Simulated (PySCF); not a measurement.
C5H7F, SMILES C#C[C@H](F)CC.

Geometry optimised at B3LYP-D3(BJ)/def2-SVP. The structure was generated by enumeration; whether it is a known compound was not checked. The values are those of a single conformer.

Level of theory: PBE/def2-TZVP in PySCF.

The molecule is in vacuum.

Computed frontier levels, gap, dipole moment and polarisability:
The highest occupied level is -6.79 eV and the lowest empty level comes out as -0.81 eV. The orbital gap is 5.99 eV. The dipole moment is 1.69 D. The quadrupole, principal values (traceless, Buckingham form, about the centre of nuclear charge) is -5.59, -1.00, 6.59 D·Å. The mean static polarisability is 59.9 bohr³ (8.88 Å³). The polarisability, principal values comes out as 48.7, 54.6, 76.5 bohr³.
